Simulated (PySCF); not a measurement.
Bonds (- single, = double, # triple, : aromatic): C1#C2 1.202 Å, C2-C3 1.418 Å, C3=N4 1.256 Å, N4-Si5 1.719 Å, Si5-C6 1.897 Å. C1 carries H7; C3 carries H8; Si5 carries H9, H10; C6 carries H11, H12, H13. Stereochemistry as in C#C/C=N\[SiH2]C.

- PBE0/pcSseg-1 with gauge-including orbitals
- GFN2-xTB geometry
- program: PySCF 2.14
- one conformer, isolated molecule, one averaged value for each set of equivalent atoms, relativity neglected

List the cross peaks expected in HSQC, COSY and HMBC spectra.

Results:



HSQC (one-bond C–H):
```
                δH          δC
         8.49 (H8)  158.0 (C3)
         2.89 (H7)   89.4 (C1)
0.35 (H11/H12/H13)   -3.6 (C6)
```

COSY cross peaks (H two or three bonds apart, from the bond graph; peaks can be absent where the dihedral angle is near 90°):
```
           δH                  δH
5.25 (H9/H10)  0.35 (H11/H12/H13)
```

HMBC (two and three bonds, from the bond graph):
```
           δH                     δC
    8.49 (H8)   89.4 (C1), 81.8 (C2)
5.25 (H9/H10)  158.0 (C3), -3.6 (C6)
    2.89 (H7)  158.0 (C3), 81.8 (C2)
```

References, each an isolated molecule treated in the same way: ¹H (σref 31.72), ¹³C (σref 186.93) against TMS.

Shifts are as computed. Against solution values, carbons near 30 ppm lie about +3 ppm off and those near 130 ppm about +5 ppm. Of 1211 compounds with measured shifts, 218 miss one by over three times the rms of a fit or turn the order of signals round; such compounds aren't used in these exercises.
